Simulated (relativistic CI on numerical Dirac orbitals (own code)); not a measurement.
**Line list: Electric-dipole lines, Tm XXXVI**

These numbers are calculated, not measured: Dirac-Coulomb-Breit CI, separate exchange-only KLI orbitals for each configuration, QED by a radiative potential, unscaled Slater integrals (own radial code, finite nucleus).

Configuration list (outside the closed core [Ar] 3d10): 4s2 4p4, 4s 4p5, 4s2 4p3 4d, 4p6, 4s 4p4 4d, 4s2 4p3 4f, 4s 4p4 4f, 4p5 4d, 4s 4p3 4d2, 4s2 4p2 4d 4f, 4p5 4f, 4p4 4d 4f, 4s2 4p3 5s, 4s 4p3 4f2, 4p5 5s, 4s2 4p3 5p, 4s 4p3 4d 5s, 4s2 4p2 4f 5s, 4s 4p4 5s, 4s2 4p3 5d, 4s 4p4 5p, 4s2 4p3 5f, 4s2 4p3 5g, 4s 4p4 5d, 4p4 4f 5s, 4s 4p4 5f, 4s2 4p3 6s, 4s2 4p2 4d2, 4s2 4p 4d3, 4s 4p2 4d3, 4s2 4p 4d2 4f, 4s 4p2 4d2 4f, 4s2 4p 4d2 5s, 4p4 4d2, 4p3 4d3, 4p3 4d2 4f, 4p3 4d2 5s, 4s2 4p2 4d 5s, 4s 4p2 4d2 5s, 4s2 4p 4d 4f 5s, 4s 4p2 4d 4f 5s, 4s2 4p 4d 5s2, 4p4 4d 5s, 4p3 4d 4f 5s, 4p3 4d 5s2, 4s2 4p2 5s2, 4s 4p2 4d 5s2, 4s2 4p 4f 5s2, 4s 4p2 4f 5s2. Double excitations out of closed p, d and f shells are left out; levels of such configurations are missing from the list, as are those of other unlisted configurations, and high levels can miss mixing partners. These lack a partner that the ground configuration has and come out too high: 4s2 4p3 5p, 4s2 4p3 5d, 4s 4p4 5p, 4s2 4p3 5f, 4s2 4p3 5g.

```tsv
λ vac (nm)	Lower	Upper	A (s⁻¹)	log gf	S velocity/length
5.6008	4s2 4p3 4d 3F°_3 [9]	4s2 4p2 4d2 3F_3 [120]	9.31e+11	0.49	0.98
5.6703	4s2 4p3 4d 3F°_4 [11]	4s2 4p2 4d2 3G_5 [135]	9.50e+11	0.70	1.00
5.6816	4s 4p5 3P°_2 [10]	4s 4p4 4d 3D_3 [126]	6.10e+11	0.31	1.00
5.6920	4s2 4p3 4d 3G°_5 [27]	4s2 4p2 4d2 3H_6 [232]	8.80e+11	0.74	0.99
5.7031	4s2 4p3 4d 3F°_4 [11]	4s2 4p2 4d2 5P_3 [133]	6.43e+11	0.34	0.95
5.7102	4s2 4p3 4d 3F°_4 [11]	4s2 4p2 4d2 5D_4 [131]	1.30e+12	0.76	0.98
5.7409	4s2 4p4 3P_2 [1]	4s2 4p3 4d 3D°_3 [30]	1.31e+12	0.65	1.02
5.7583	4s2 4p4 3P_2 [1]	4s2 4p3 4d 3P°_2 [29]	1.26e+12	0.49	1.01
5.7638	4s2 4p4 3P_2 [1]	4s2 4p3 4d 3S°_1 [28]	1.24e+12	0.27	1.00
5.7810	4s2 4p3 4d 3F°_4 [26]	4s2 4p2 4d2 3G_5 [223]	1.04e+12	0.76	0.99
5.7820	4s2 4p4 1S_0 [2]	4s2 4p3 4d 3D°_1 [32]	9.96e+11	0.18	1.01
5.8055	4s2 4p4 3P_1 [3]	4s2 4p3 4d 3P°_1 [42]	8.39e+11	0.10	1.01
5.8238	4s2 4p4 1D_2 [4]	4s2 4p3 4d 1F°_3 [49]	1.17e+12	0.62	1.02
5.9350	4s2 4p3 4d 3D°_3 [14]	4s2 4p2 4d2 3F_4 [141]	5.40e+11	0.41	0.98
6.0408	4s2 4p3 4d 3F°_2 [6]	4s2 4p2 4d2 5G_3 [92]	6.81e+11	0.42	0.99
6.0667	4s2 4p3 4d 3F°_3 [9]	4s2 4p2 4d2 5G_4 [95]	3.62e+11	0.25	0.99
6.4918	4s2 4p3 4d 3F°_2 [18]	4s2 4p3 4f 3G_3 [166]	7.15e+11	0.50	0.97
6.4986	4s2 4p3 4d 3G°_4 [20]	4s2 4p3 4f 1H_5 [179]	8.67e+11	0.78	0.97
6.5882	4s2 4p3 4d 1F°_3 [49]	4s2 4p2 4d2 1G_4 [326]	1.72e+12	1.00	0.98
6.7989	4s2 4p3 4d 3F°_3 [9]	4s2 4p3 4f 3G_4 [79]	3.31e+11	0.31	0.97
6.9010	4s2 4p3 4d 3F°_4 [46]	4s2 4p3 4f 3G_5 [302]	8.55e+11	0.83	0.98
7.1374	4s2 4p3 4d 1D°_2 [38]	4s2 4p3 4f 1F_3 [199]	1.01e+12	0.73	0.98
7.1375	4s2 4p4 3P_1 [3]	4s2 4p3 4d 1D°_2 [38]	5.28e+11	0.30	1.02
7.1662	4s2 4p4 3P_0 [5]	4s2 4p3 4d 1P°_1 [66]	9.45e+11	0.34	1.01
7.2712	4s2 4p4 1D_2 [4]	4s2 4p3 4d 3S°_1 [39]	8.34e+11	0.30	1.00
7.3150	4s2 4p4 1D_2 [4]	4s2 4p3 4d 1D°_2 [38]	3.51e+11	0.15	1.01
7.3292	4s2 4p3 4d 3D°_3 [14]	4s2 4p3 4f 3F_4 [85]	4.29e+11	0.49	0.97
7.4967	4s2 4p4 1D_2 [4]	4s2 4p3 4d 1F°_3 [37]	3.99e+11	0.37	1.02
7.6479	4s2 4p4 3P_2 [1]	4s2 4p3 4d 3D°_3 [14]	2.90e+11	0.25	1.02
7.7177	4s2 4p4 3P_2 [1]	4s 4p5 3P°_2 [13]	2.62e+11	0.07	1.01
```

Terms are leading LS components. Brackets give the number of a level in order of energy, since labels repeat. The list gives strong lines, with weight on those to low levels, among the lowest 400 of 10723 levels, so that lines to higher ones, which can be the strongest, are missing. Levels whose partners in the same complex of configurations lie outside the list can be far off, and so can their lines. Rates are taken at the computed energies, electric ones in the length gauge. A velocity-to-length ratio far from 1 marks an uncertain rate.

At this charge energies of transitions that change n are usually good to better than 1 %, and those within a shell (Δn = 0) to a few per cent.

LS names give the leading component of a level, which can be under half, so a name can repeat, a term be missing and a line seem to break the LS rules.
